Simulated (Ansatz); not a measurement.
Two isomers of CH6BNSi: A = `BN1C[SiH2]1`, B = `[SiH3]C1BN1`.

Computed with Ansatz on PBE0-D4/def2-TZVP structures; ΔE is electronic, products minus reactants. CCSD(T)/CBS adds triple-zeta CCSD(T) − MP2 to the extrapolated MP2 energy (def2 sets, frozen cores). DFT in def2-TZVPP. B3LYP here is the variant with VWN-RPA as its local correlation; programs differ in this.

Which isomer does CCSD(T)/CBS put lower? Give the gap. (Best estimate.)

The calculation gave: A, by 65.6 kJ/mol.

Give E(B) − E(A) in kJ/mol with BLYP-D4, ωB97M-V, B2PLYP, CCSD(T)/def2-SVP, B3LYP-D4, PBE0-D4, HF/def2-TZVPP. (Estimate.)

Ansatz gave: BLYP-D4 67.7, ωB97M-V 63.3, B2PLYP 68.6, CCSD(T)/def2-SVP 51.1, B3LYP-D4 67.7, PBE0-D4 61.4, HF/def2-TZVPP 71.4. None reverses the order clearly.

Does the order hold for the free energy at 298.15 K (harmonic terms from PBE0-D4)? (An estimate is asked.)

The calculation gave: Yes: G(B) − G(A) = +57.5 kJ/mol.

Largest T1 diagnostic: 0.014.

Leaving LDA and LC-ωPBE aside and taking each functional with its dispersion term where it has one, the values, not all of them listed here, spread over 9.3 kJ/mol, from PBE-D4 to BHLYP-D4. At CCSD(T), def2-SVP lies −14.5 kJ/mol from the extrapolated value and def2-TZVPP +1.7 kJ/mol.
